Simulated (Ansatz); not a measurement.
`CB(F)[SeH]` + `NC[SiH2]S` → `S[SiH2]C[SeH]` + `CB(N)F`  (redistribution)

Gas-phase electronic energies from Ansatz, PBE0-D4/def2-TZVP geometries. CBS: MP2 limit from def2 TZ/QZ plus the TZ coupled-cluster correction, frozen cores. Functionals use def2-TZVPP. For Se outer-core shells are correlated without core-valence functions, which leaves a few kJ/mol of doubt a bond. Scalar relativity is left out up to krypton. Each species was taken in one conformer, which may not be the lowest.

`CB(F)[SeH]`:

```xyz
8

C     0.097   -0.513    0.772
B    -0.292   -0.184   -0.699
F    -0.838   -1.133   -1.455
Se   -0.057    1.530   -1.599
H     0.820   -1.336    0.779
H     0.519    0.323    1.327
H    -0.786   -0.879    1.309
H     0.537    2.193   -0.434
```

`NC[SiH2]S`:

Z-matrix (Å, degrees):
```
C
Si 1 1.880
N 1 1.458 2 108.3
H 1 1.101 2 110.5 3 -127.3
H 1 1.095 2 106.8 3 117.5
S 2 2.143 1 112.3 3 173.9
H 2 1.482 1 111.3 3 -69.3
H 2 1.490 1 108.5 3 51.4
H 3 1.012 1 111.6 2 172.7
H 3 1.012 1 111.1 2 -67.6
H 6 1.344 2 94.8 1 -64.0
```

`S[SiH2]C[SeH]`:

Cartesian coordinates in Å:
```
S 1.566 -2.019 0.828
Si 0.796 -0.499 -0.465
C -0.727 0.324 0.252
Se -1.147 1.889 -0.852
H 1.973 -1.159 1.778
H 0.447 -1.206 -1.719
H 1.827 0.538 -0.728
H -0.581 0.632 1.287
H -1.562 -0.375 0.205
H -2.592 1.874 -0.586
```

`CB(N)F`:

Z-matrix (Å, degrees):
```
C
B 1 1.566
H 1 1.094 2 110.2
H 1 1.091 2 113.8 3 -121.5
H 1 1.094 2 110.2 3 116.9
N 2 1.396 1 124.5 3 121.2
F 2 1.347 1 118.6 3 -58.8
H 6 1.006 2 122.4 1 -180.0
H 6 1.003 2 123.0 1 0.0
```

```tsv
species	PBE energy (Eh)
`CB(F)[SeH]`	-2566.36483
`NC[SiH2]S`	-784.38568
`S[SiH2]C[SeH]`	-3130.27404
`CB(N)F`	-220.51212
```

(1) Work out ΔE.

Largest T1 diagnostic among the species: 0.011.

Results:

(1) ΔE = (-3130.27404) + (-220.51212) − (-2566.36483) − (-784.38568) = -0.03565 Eh = -93.6 kJ/mol. CCSD(T)/CBS gives -101.6 kJ/mol.

From PBE to PBE0 (25 % exact exchange), in def2-TZVPP and without D4, ΔE moves by −3.4 kJ/mol.
